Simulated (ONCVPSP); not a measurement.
**Ranking ONCV potentials for helium**

All share these settings but for the change named:

helium (He), optimised norm-conserving Vanderbilt (ONCV), made with ONCVPSP 4.0.1 (PBE, scalar-relativistic). Core none, reference 1s2. Waves: 1s: rc 0.55 bohr, ncon 4, nbas 8, qcut 11.5 1/bohr, 2 projectors, debl 2.1 Ha; p scattering state at 0.33 Ha: rc 0.45 bohr, ncon 4, nbas 7, qcut 15.7 1/bohr, 2 projectors, debl 1.1 Ha. Local part: polynomial inside 0.30 bohr (lpopt 3, dvloc0 4 Ha). Core correction: none.

Test errors are all-electron minus pseudo excitation energies from the reference, over 1s1; 1s1.5. None of these files shows a bound ghost.

The base gives 8.3 meV.

Of 7 variants that were run, those that failed, showed a ghost or another fault, or gave nearly equal values are left out.

A variant can come out equal or close to the base, since the largest error may sit in a test that the change hardly touches while other tests move.

Rank these variants by their largest absolute test error, smallest first.
A. local potential polynomial inside 0.30 bohr (lpopt 3, dvloc0 7.5 Ha)
B. s: rc 0.45, qcut 14.1, nproj 0; local potential the s channel
C. all radii scaled by about 1.08 (s 0.60, p 0.48 bohr); local potential polynomial inside 0.32 bohr (lpopt 3, dvloc0 4 Ha)

B (1.6 meV), A (8.3 meV), C (11.6 meV).
